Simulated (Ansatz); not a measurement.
`CBCN` + `BO[SiH]([SiH3])Cl` → `CB[SiH]([SiH3])Cl` + `BOCN`  (redistribution)

Program: Ansatz. Geometries: PBE0-D4/def2-TZVP. ΔE: electronic, gas phase. CCSD(T)/CBS is the MP2 limit (def2-TZVPP, def2-QZVPP) plus CCSD(T) − MP2 in def2-TZVPP, frozen cores. Functionals use def2-TZVPP. B3LYP here is the variant with VWN-RPA as its local correlation; programs differ in this. Each species was taken in one conformer, which may not be the lowest.

Question: Is it downhill or uphill in electronic energy at CCSD(T)/CBS, and by how much? (Best estimate.)

Answer: Ansatz gave: Uphill: ΔE = +148.8 kJ/mol.

Question: What do these levels give: PBE-D4, r2SCAN-D4, PBE0-D4, ωB97M-V, PBE, r2SCAN, B3LYP, SCS-MP2/def2-TZVPP, CCSD(T)/def2-TZVPP, MP2/def2-QZVPP, SCS-MP2/def2-QZVPP, MP2/CBS(def2)? (Best estimate.)

Answer: Computed: PBE-D4 122.2, r2SCAN-D4 139.2, PBE0-D4 132.6, ωB97M-V 148.2, PBE 123.1, r2SCAN 139.6, B3LYP 143.5, SCS-MP2/def2-TZVPP 153.5, CCSD(T)/def2-TZVPP 144.3, MP2/def2-QZVPP 157.8, SCS-MP2/def2-QZVPP 157.1, MP2/CBS(def2) 158.8 kJ/mol.

Largest T1 diagnostic among the species: 0.013.

In def2-TZVPP, CCSD(T) changes the Hartree–Fock value by −19.3 kJ/mol (the triples alone add −4.3 kJ/mol) and MP2 by −9.3 kJ/mol. From PBE to PBE0 (25 % exact exchange), in def2-TZVPP and without D4, ΔE moves by +10.5 kJ/mol.
